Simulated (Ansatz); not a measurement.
Isolated molecules relaxed with PBE0-D4/def2-TZVP in Ansatz; ΔE leaves out vibrations. CCSD(T)/CBS adds triple-zeta CCSD(T) − MP2 to the extrapolated MP2 energy (def2 sets, frozen cores). DFT in def2-TZVPP. B3LYP here is the variant with VWN-RPA as its local correlation; programs differ in this. def2 core potentials past Kr. For In outer-core shells are correlated without core-valence functions, which leaves a few kJ/mol of doubt a bond. One conformer a species, not always the lowest.

`[NH2][In]([NH2])[SH]` + `C[CH2][In]([F])[Cl]` → `[NH2][In]([F])[SH]` + `C[CH2][In]([NH2])[Cl]`  (redistribution)

`[NH2][In]([NH2])[SH]`:

```xyz
9

N     0.366    1.751    0.161
In    0.089   -0.245   -0.005
N    -1.765   -1.019   -0.200
S     1.952   -1.732    0.026
H    -0.355    2.333   -0.242
H     1.265    2.103   -0.136
H    -1.880   -1.981    0.085
H    -2.522   -0.473    0.186
H     2.849   -0.737    0.124
```

`C[CH2][In]([F])[Cl]`:

Cartesian coordinates in Å:
```
C -1.055 0.069 0.961
C 0.311 0.517 0.469
In 0.923 -0.426 -1.353
F -0.240 -1.732 -2.222
Cl 2.855 -0.191 -2.613
H -1.844 0.289 0.240
H -1.309 0.583 1.894
H -1.089 -1.004 1.159
H 1.101 0.303 1.193
H 0.347 1.591 0.273
```

`[NH2][In]([F])[SH]`:

Cartesian coordinates in Å:
```
N 0.230 0.832 1.509
In -0.132 -0.186 -0.177
F -1.994 -0.756 -0.355
S 1.256 -1.026 -1.886
H 1.008 1.477 1.489
H -0.580 1.299 1.893
H 0.213 -1.640 -2.473
```

`C[CH2][In]([NH2])[Cl]`:

Cartesian coordinates in Å:
```
C 1.425 -0.537 -1.395
C 1.033 0.397 -0.260
In -0.896 -0.042 0.564
N -2.021 0.679 2.059
Cl -1.960 -1.961 -0.302
H 2.422 -0.291 -1.774
H 0.729 -0.473 -2.233
H 1.440 -1.581 -1.076
H 1.015 1.441 -0.584
H 1.743 0.342 0.570
H -2.985 0.382 2.092
H -1.943 1.644 2.339
```

```tsv
level	ΔE (kcal/mol)	difference from CCSD(T)/CBS
PBE-D4	-1.6	0.2
PBE0-D4	-1.6	0.2
B3LYP-D4	-1.6	0.2
ωB97X-V	-1.7	0.1
ωB97M-V	-1.7	0.1
PBE	-1.4	0.4
r2SCAN	-1.8	0.0
B3LYP	-1.3	0.5
HF/def2-TZVPP	-0.9	0.9
SCS-MP2/def2-TZVPP	-1.6	0.2
CCSD/def2-TZVPP	-1.5	0.3
CCSD(T)/def2-TZVPP	-1.6	0.2
HF/def2-QZVPP	-0.8	1.0
MP2/def2-QZVPP	-1.9	-0.1
SCS-MP2/def2-QZVPP	-1.7	0.1
MP2/CBS(def2)	-2.0	-0.2
CCSD(T)/CBS	-1.8	0
```

Largest T1 diagnostic among the species: 0.015.
